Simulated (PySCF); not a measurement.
Choosing a molecule for a target property.

Each SMILES stands for a single optimised conformer of the isolated species, non-relativistic unless stated; the electronic structure was computed with PySCF and density fitting.

Dipoles, sizes and rotational constants follow the conformer. The torsions of the flexible species, by atom-mapped SMILES:
- `[F:1][C@@H:2]([Cl:3])[C:4]1=[CH:5][CH:6]=[CH:7][CH2:8][SiH+:9]1`: F1–C2–C4–C5 106°
- `[F:1][CH:2]([F:3])[C@@H:4]1[CH2:5][C@@H:6]1[F:7]`: F1–C2–C4–C5 168°

The conformers of `C[C@@]1(N)CCNC1` and `CN1CCCN1C` aren't listed.

(1) Wanted: HOMO energy between -10 eV and -8 eV (PBE0/def2-SVPD) and lowest triplet excitation (Tamm–Dancoff) above 4 eV (TDA PBE0/def2-SVPD), at GFN2-xTB geometries. Which candidate meets both?
A. `FC(F)[C@@H]1C[C@@H]1F`
B. `N1(CCCN1C)C`
C. `F[C@@H](Cl)C1=CC=CC[SiH+]1`
D. `C[C@@]1(N)CCNC1`

Results:

(1) A. Computed values:
| species | HOMO energy | lowest triplet excitation (Tamm–Dancoff) |
| --- | --- | --- |
| F[C@@H](Cl)C1=CC=CC[SiH+]1 | -11.96 eV | 2.12 eV |
| FC(F)[C@@H]1C[C@@H]1F | -8.86 eV | 7.80 eV |
| C[C@@]1(N)CCNC1 | -6.52 eV | 5.75 eV |
| N1(CCCN1C)C | -6.18 eV | 5.63 eV |
